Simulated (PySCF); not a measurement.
```xyz
7

S     -0.1835     1.8866    -0.3102
Al     0.2330    -0.2599    -0.2776
S      2.2893    -0.9407    -0.0173
S     -1.2970    -1.8039    -0.4957
H     -1.5162     1.7344    -0.3996
H      2.7653     0.3077     0.1397
H     -2.2909    -0.9242    -0.7091
```

Charge 0, multiplicity 1.

Question: Give the Mulliken and meta-Löwdin atomic charges from PBE-D3(BJ)/def2-TZVP // B3LYP-D3(BJ)/def2-TZVP run with PySCF 2.14.0.

Answer: 
```csv
atom,Mulliken (e),meta-Löwdin (e)
S1,-0.29,-0.32
Al2,0.38,0.58
S3,-0.29,-0.31
S4,-0.28,-0.31
H5,0.16,0.12
H6,0.17,0.12
H7,0.16,0.12
```
